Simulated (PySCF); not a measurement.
# Arsenic: a sound run and one with changed settings

Sound run: As [Ar] 3d10 4s2 4p3, As⁺ [Ar] 3d10 4s2 4p2. All numbers are calculated (PySCF 2.14, scalar relativity by spin-free X2C-1e, in jorge-DZP-DKH). The sound run starts from symmetry-adapted Hartree-Fock orbitals and uses a fine grid where one is needed.

Changed run: radial step 0.5 in ln r (0.13 in the sound run). This setting is unsound on purpose.

```tsv
species	method	sound run (hartree)	changed run (hartree)	converged
As	UHF	-2258.89398	-2258.89398	yes
As	PBE0	-2260.31310	-2260.23546	yes
As	B3LYP	-2260.62785	-2260.55007	yes
As⁺	UHF	-2258.54714	-2258.54714	yes
As⁺	PBE0	-2259.95016	-2259.87392	yes
As⁺	B3LYP	-2260.27000	-2260.19247	yes
```

Ionisation energy of As:

```json
{"method": "UHF", "sound run (eV)": "9.438", "changed run (eV)": "9.438"}
{"method": "PBE0", "sound run (eV)": "9.876", "changed run (eV)": "9.838"}
{"method": "B3LYP", "sound run (eV)": "9.738", "changed run (eV)": "9.731"}
```

A coarse radial grid mis-integrates the density and the exchange-correlation energy, with errors of either sign; Hartree-Fock needs no grid.

For comparison, NIST gives 9.789 eV between the lowest levels.
